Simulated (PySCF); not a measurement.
Delta-SCF ions had no search for a lower state. Excitations are Tamm–Dancoff values on a coarser integration grid. The basis has no diffuse functions, so Rydberg states are missing or too high.

Cartesian coordinates (Å):
```xyz
5

N      1.8994     0.0096    -0.1190
C      0.7569    -0.0223     0.0462
N     -0.5584    -0.0869     0.2888
H     -1.0849    -0.6954    -0.3206
H     -1.0117     0.7959     0.4727
```
Charge 0, spin multiplicity 1.

Problem. What is the computed T1 excitation (TDA), dipole moment, vertical ionisation energy (Delta-SCF), total energy and HOMO (PBE-D3(BJ)/def2-TZVP // B3LYP-D3(BJ)/def2-TZVP (PySCF))?

Solution. 
```
Item                                          Value
--------------------------------------  -----------
T1 excitation (TDA)                         5.76 eV
dipole moment                                4.63 D
vertical ionisation energy (Delta-SCF)     10.57 eV
total energy                            -4045.64 eV
HOMO                                       -6.62 eV
```
